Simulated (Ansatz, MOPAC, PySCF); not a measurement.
Potential energy surface of H₂Ge, singlet: symmetric bend, bond length relaxed. Scanned: H-Ge-H angle. Other coordinates (Ge-H bond length) were minimised at B3LYP/def2-TZVP.

RHF/def2-SVP (PySCF); RHF/3-21G = PySCF with restricted Hartree-Fock/3-21G; PM3, restricted, heats of formation (MOPAC); FCI/def2-SVP = Ansatz (a quantum-chemistry and plane-wave program) with full CI/def2-SVP, cores with 3d frozen.

Energies relative to the lowest point of each profile, in kcal/mol:

```json
[
 {"a / °": "160.73", "RHF": "62.0", "RHF/3-21G": "62.8", "PM3": "17.5"},
 {"a / °": "148.91", "RHF": "45.2", "RHF/3-21G": "46.1", "PM3": "18.8"},
 {"a / °": "142.04", "RHF": "35.6", "RHF/3-21G": "36.1", "PM3": "17.1"},
 {"a / °": "127.54", "RHF": "18.3", "RHF/3-21G": "18.3", "PM3": "11.8"},
 {"a / °": "119.23", "RHF": "10.7", "RHF/3-21G": "10.6", "PM3": "8.8"},
 {"a / °": "110.37", "RHF": "4.7", "RHF/3-21G": "4.6", "PM3": "6.2"},
 {"a / °": "97.68", "RHF": "0.2", "RHF/3-21G": "0.2", "PM3": "3.9"},
 {"a / °": "89.58", "RHF": "0.0", "RHF/3-21G": "0.0", "PM3": "3.3"},
 {"a / °": "80.48", "RHF": "2.5", "RHF/3-21G": "2.5", "PM3": "3.0"},
 {"a / °": "70.11", "RHF": "9.2", "RHF/3-21G": "9.1", "PM3": "2.0"},
 {"a / °": "60", "RHF": "19.4", "RHF/3-21G": "19.9", "PM3": "0.0"}
]
```

Question: Predict the corresponding FCI/def2-SVP column.

Answer: 160.73: 55.9; 148.91: 40.9; 142.04: 32.5; 127.54: 17.2; 119.23: 10.4; 110.37: 4.9; 97.68: 0.4; 89.58: 0.0; 80.48: 1.9; 70.11: 7.1; 60: 15.2 (kcal/mol).

The scan ran from 180.0 to 60.0; beyond the range shown the relaxed coordinates jump or full CI changes its symmetry label.
